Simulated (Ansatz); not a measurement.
Relaxation of H8O5W (14 atoms, charge 0, multiplicity 1), to a largest force component of 0.03 eV/Å in at most 50 steps.

Theory: RHF/def2-SVP in Ansatz.

```xyz
14
Properties=species:S:1:pos:R:3
W -0.187 -0.134 -0.086
O -0.281 0.048 1.841
H -0.428 0.886 2.246
O 1.666 -0.120 -0.521
H 2.289 -0.782 -0.259
H -0.090 1.519 0.229
O -2.031 -0.407 -0.229
H -2.621 -0.922 0.303
O 0.140 -1.933 0.479
H 0.221 -2.177 1.390
O -0.369 0.456 -1.870
H 0.348 0.819 -2.368
H 1.967 1.118 1.475
H 1.712 1.000 2.128
```

Q: Where does it end, and by what steps?

A: The forces met the threshold. After 27 steps the energy has fallen by 0.646 eV; H13 moved furthest, 1.50 Å.

```json
{"step": "0", "energy less start (eV)": "0.0000", "largest force component (eV/Å)": "1.334", "accepted": "yes"}
{"step": "1", "energy less start (eV)": "-0.1967", "largest force component (eV/Å)": "0.264", "accepted": "yes"}
{"step": "2", "energy less start (eV)": "-0.2947", "largest force component (eV/Å)": "0.235", "accepted": "yes"}
{"step": "3", "energy less start (eV)": "-0.3480", "largest force component (eV/Å)": "0.230", "accepted": "yes"}
{"step": "4", "energy less start (eV)": "-0.3782", "largest force component (eV/Å)": "0.230", "accepted": "yes"}
{"step": "5", "energy less start (eV)": "-0.4041", "largest force component (eV/Å)": "0.177", "accepted": "yes"}
{"step": "6", "energy less start (eV)": "-0.4186", "largest force component (eV/Å)": "0.392", "accepted": "yes"}
{"step": "7", "energy less start (eV)": "-0.4267", "largest force component (eV/Å)": "0.457", "accepted": "yes"}
{"step": "8", "energy less start (eV)": "-0.4368", "largest force component (eV/Å)": "0.466", "accepted": "yes"}
{"step": "9", "energy less start (eV)": "-0.4419", "largest force component (eV/Å)": "0.894", "accepted": "yes"}
{"step": "10", "energy less start (eV)": "-0.4704", "largest force component (eV/Å)": "0.227", "accepted": "yes"}
{"step": "11", "energy less start (eV)": "-0.4559", "largest force component (eV/Å)": "0.602", "accepted": "no"}
{"step": "12", "energy less start (eV)": "-0.4862", "largest force component (eV/Å)": "0.106", "accepted": "yes"}
{"step": "13", "energy less start (eV)": "-0.4953", "largest force component (eV/Å)": "0.360", "accepted": "yes"}
{"step": "14", "energy less start (eV)": "-0.5100", "largest force component (eV/Å)": "0.415", "accepted": "yes"}
{"step": "15", "energy less start (eV)": "-0.5029", "largest force component (eV/Å)": "1.538", "accepted": "no"}
{"step": "16", "energy less start (eV)": "-0.5280", "largest force component (eV/Å)": "0.269", "accepted": "yes"}
{"step": "17", "energy less start (eV)": "-0.5397", "largest force component (eV/Å)": "0.687", "accepted": "yes"}
{"step": "18", "energy less start (eV)": "-0.5414", "largest force component (eV/Å)": "1.780", "accepted": "yes"}
{"step": "19", "energy less start (eV)": "-0.5964", "largest force component (eV/Å)": "0.368", "accepted": "yes"}
{"step": "20", "energy less start (eV)": "-0.3957", "largest force component (eV/Å)": "2.325", "accepted": "no"}
{"step": "21", "energy less start (eV)": "-0.6241", "largest force component (eV/Å)": "0.417", "accepted": "yes"}
{"step": "22", "energy less start (eV)": "-0.6361", "largest force component (eV/Å)": "0.344", "accepted": "yes"}
{"step": "23", "energy less start (eV)": "-0.6392", "largest force component (eV/Å)": "0.585", "accepted": "yes"}
{"step": "24", "energy less start (eV)": "-0.6439", "largest force component (eV/Å)": "0.110", "accepted": "yes"}
{"step": "25", "energy less start (eV)": "-0.6446", "largest force component (eV/Å)": "0.060", "accepted": "yes"}
{"step": "26", "energy less start (eV)": "-0.6449", "largest force component (eV/Å)": "0.075", "accepted": "yes"}
{"step": "27", "energy less start (eV)": "-0.6457", "largest force component (eV/Å)": "0.021", "accepted": "yes"}
```

```xyz
14
Properties=species:S:1:pos:R:3
W -0.404 -0.442 -0.155
O 0.005 -0.448 1.755
H -0.038 0.340 2.271
O 1.377 0.186 -0.444
H 1.969 0.279 0.288
H -0.761 1.124 0.387
O -2.263 -0.544 -0.202
H -2.980 0.018 -0.449
O -0.167 -2.276 0.161
H -0.103 -2.702 1.005
O -0.463 -0.083 -2.005
H 0.282 0.249 -2.487
H 2.927 2.111 2.064
H 2.958 1.560 2.569
```

Whether the end is a true minimum wasn't checked by a vibrational analysis.

The run took 41 s on 4 threads of Arm Neoverse V2 (shared host), peak memory 0.39 GiB.
